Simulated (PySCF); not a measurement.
C4H12Mo, neutral, multiplicity 3. Atoms are numbered in the order given.

```xyz
17

Mo     0.0000     0.0000     0.0000
C      1.2079     1.2079    -1.2079
H      1.8607     1.8607    -0.5838
H      0.5838     1.8607    -1.8607
H      1.8607     0.5838    -1.8607
C     -1.2079     1.2079     1.2079
H     -1.8607     0.5838     1.8607
H     -1.8607     1.8607     0.5838
H     -0.5838     1.8607     1.8607
C     -1.2079    -1.2079    -1.2079
H     -1.8607    -1.8607    -0.5838
H     -0.5838    -1.8607    -1.8607
H     -1.8607    -0.5838    -1.8607
C      1.2079    -1.2079     1.2079
H      1.8607    -1.8607     0.5838
H      0.5838    -1.8607     1.8607
H      1.8607    -0.5838     1.8607
```
Charge 0, spin multiplicity 3.

Coordinates come from a PBE-D3(BJ)/def2-SVP optimisation. The spin state was assumed, not searched. The def2 effective core potentials stand for the cores of Mo; spin–orbit coupling is left out.

Calculation: PySCF with TDA-B3LYP/def2-SVPD.

Vertical excitations; the highest root listed may be one member of a degenerate set. The molecule is in vacuum.

Q: Estimate the UV-visible absorptions. (Estimate from the structure and the level; the computed values follow.)

A: 
```json
[
 {"state": "root 1", "energy (eV)": "2.71", "λ (nm)": "458", "f": "0.000", "main pairs": "α HOMO→LUMO, α HOMO−1→LUMO+2, α HOMO−1→LUMO+1 (degenerate set)"},
 {"state": "root 2", "energy (eV)": "2.71", "λ (nm)": "458", "f": "0.000", "main pairs": "α HOMO−1→LUMO+1 (degenerate set)"},
 {"state": "root 3", "energy (eV)": "2.71", "λ (nm)": "458", "f": "0.000", "main pairs": "α HOMO→LUMO+2, α HOMO−1→LUMO (degenerate set)"},
 {"state": "root 4", "energy (eV)": "2.94", "λ (nm)": "421", "f": "0.011", "main pairs": "α HOMO→LUMO+1 (degenerate set)"},
 {"state": "root 5", "energy (eV)": "2.94", "λ (nm)": "421", "f": "0.011", "main pairs": "α HOMO−1→LUMO, α HOMO→LUMO+2 (degenerate set)"},
 {"state": "root 6", "energy (eV)": "2.94", "λ (nm)": "421", "f": "0.011", "main pairs": "α HOMO−1→LUMO+2, α HOMO→LUMO (degenerate set)"}
]
```
Unrestricted roots are not spin-pure.
